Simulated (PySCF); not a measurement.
**`CC(CC)(CC)CC(C)(C)C`, C11H24**

Molfile (atoms numbered from 1):
```
C11H24
     RDKit          3D

 35 34  0  0  0  0  0  0  0  0999 V2000
    2.2892   -2.0908    0.6013 C   0  0  0  0  0  0  0  0  0  0  0  0
    0.9715   -1.3270    0.7067 C   0  0  0  0  0  0  0  0  0  0  0  0
    0.8586   -0.0536   -0.1553 C   0  0  0  0  0  0  0  0  0  0  0  0
    0.9225   -0.4192   -1.6407 C   0  0  0  0  0  0  0  0  0  0  0  0
    2.0518    0.8947    0.1131 C   0  0  0  0  0  0  0  0  0  0  0  0
    2.2297    1.3656    1.5532 C   0  0  0  0  0  0  0  0  0  0  0  0
   -0.4300    0.7284    0.2082 C   0  0  0  0  0  0  0  0  0  0  0  0
   -1.8513    0.3441   -0.2708 C   0  0  0  0  0  0  0  0  0  0  0  0
   -2.8133    1.2166    0.5536 C   0  0  0  0  0  0  0  0  0  0  0  0
   -2.2214   -1.1181   -0.0208 C   0  0  0  0  0  0  0  0  0  0  0  0
   -2.0863    0.6776   -1.7479 C   0  0  0  0  0  0  0  0  0  0  0  0
    2.2269   -2.9954    1.2037 H   0  0  0  0  0  0  0  0  0  0  0  0
    2.4928   -2.3872   -0.4242 H   0  0  0  0  0  0  0  0  0  0  0  0
    3.1273   -1.5041    0.9669 H   0  0  0  0  0  0  0  0  0  0  0  0
    0.8098   -1.0599    1.7530 H   0  0  0  0  0  0  0  0  0  0  0  0
    0.1736   -2.0103    0.4223 H   0  0  0  0  0  0  0  0  0  0  0  0
    0.7206    0.4534   -2.2564 H   0  0  0  0  0  0  0  0  0  0  0  0
    0.2095   -1.2006   -1.8866 H   0  0  0  0  0  0  0  0  0  0  0  0
    1.9155   -0.7818   -1.8973 H   0  0  0  0  0  0  0  0  0  0  0  0
    2.9696    0.3950   -0.2016 H   0  0  0  0  0  0  0  0  0  0  0  0
    1.9361    1.7739   -0.5263 H   0  0  0  0  0  0  0  0  0  0  0  0
    1.3743    1.9435    1.8926 H   0  0  0  0  0  0  0  0  0  0  0  0
    2.3715    0.5266    2.2289 H   0  0  0  0  0  0  0  0  0  0  0  0
    3.1105    2.0019    1.6191 H   0  0  0  0  0  0  0  0  0  0  0  0
   -0.2796    1.7597   -0.1232 H   0  0  0  0  0  0  0  0  0  0  0  0
   -0.4721    0.7513    1.2995 H   0  0  0  0  0  0  0  0  0  0  0  0
   -3.8434    1.0406    0.2519 H   0  0  0  0  0  0  0  0  0  0  0  0
   -2.5936    2.2724    0.4100 H   0  0  0  0  0  0  0  0  0  0  0  0
   -2.7287    0.9909    1.6146 H   0  0  0  0  0  0  0  0  0  0  0  0
   -1.6641   -1.7872   -0.6703 H   0  0  0  0  0  0  0  0  0  0  0  0
   -2.0363   -1.3934    1.0146 H   0  0  0  0  0  0  0  0  0  0  0  0
   -3.2802   -1.2667   -0.2267 H   0  0  0  0  0  0  0  0  0  0  0  0
   -1.5655   -0.0085   -2.4064 H   0  0  0  0  0  0  0  0  0  0  0  0
   -1.7580    1.6903   -1.9718 H   0  0  0  0  0  0  0  0  0  0  0  0
   -3.1489    0.6099   -1.9745 H   0  0  0  0  0  0  0  0  0  0  0  0
  1  2  1  0
  2  3  1  0
  3  4  1  0
  3  5  1  0
  5  6  1  0
  3  7  1  0
  7  8  1  0
  8  9  1  0
  8 10  1  0
  8 11  1  0
  1 12  1  0
  1 13  1  0
  1 14  1  0
  2 15  1  0
  2 16  1  0
  4 17  1  0
  4 18  1  0
  4 19  1  0
  5 20  1  0
  5 21  1  0
  6 22  1  0
  6 23  1  0
  6 24  1  0
  7 25  1  0
  7 26  1  0
  9 27  1  0
  9 28  1  0
  9 29  1  0
 10 30  1  0
 10 31  1  0
 10 32  1  0
 11 33  1  0
 11 34  1  0
 11 35  1  0
M  END
```

Level of theory: GIAO HF/pcSseg-1 magnetisability, rotational g tensor and spin-rotation constants, non-relativistic, gas phase in PySCF. Geometry: GFN2-xTB.

(1) What are the magnetisability and the molar susceptibility?

(2) Split it along the inertial axes a, b, c into diamagnetic and paramagnetic parts about the centre of mass, with the quadrupole moment.

(3) And the rotational g tensor?

## Answers

(1) Isotropic -2320 × 10⁻³⁰ J/T², or -139.7 × 10⁻⁶ cm³/mol; principal values -2356, -2331, -2272 × 10⁻³⁰ J/T², anisotropy 75 × 10⁻³⁰ J/T² (root of half the summed squared differences of the principal values). The susceptibility is in cgs units.

(2) 
| axis | χ (10⁻⁶ cm³/mol) | diamagnetic (10⁻⁶ cm³/mol) | paramagnetic (10⁻⁶ cm³/mol) | summed x² of all electrons (Å²) | quadrupole Θ (D Å) |
| --- | --- | --- | --- | --- | --- |
| a | -141.7 | -1064.8 | 923.0 | 381.4 | -0.42 |
| b | -138.9 | -2060.0 | 1921.1 | 146.8 | +0.28 |
| c | -138.4 | -2241.0 | 2102.6 | 104.2 | +0.14 |

Anisotropies 2χaa − χbb − χcc = -6.1 and 2χbb − χaa − χcc = +2.4 × 10⁻⁶ cm³/mol. Θ is traceless in Buckingham's convention.

(3) 
| axis | rotational constant (GHz) | g | nuclear part | electronic part |
| --- | --- | --- | --- | --- |
| a | 1.4886 | +0.0039 | 0.6494 | -0.6455 |
| b | 0.6823 | +0.0007 | 0.6166 | -0.6158 |
| c | 0.6221 | +0.0006 | 0.6151 | -0.6145 |

Asymmetric top; isotopes 12C, 1H; no vibrational averaging.
